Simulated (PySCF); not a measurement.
Level of theory: PBE0/[Ce def2-TZVP with ECP28, H def2-TZVP], scalar-relativistic core potentials, density fitting, no spin–orbit coupling, PySCF. Open shells, if any, are unrestricted.

Question: What shape and geometry does isolated singlet CeH₃⁺ take (every ligand bound to Ce)?

Answer: Formally Ce is in oxidation state +4, with 0 electrons left for the f, d and s shells; the Mulliken f population is 0.86. The lowest minimum found is a singlet of C3v symmetry with Ce–H 1.901 Å (×3); H–Ce–H 109.9° (×3). Its harmonic wavenumbers are 288 (a1), 541 (e), 1599 (e), 1600 (a1) cm⁻¹ and its dipole moment is 2.57 D about the centre of mass.

Only a few start shapes were tried, so a lower isomer may exist.
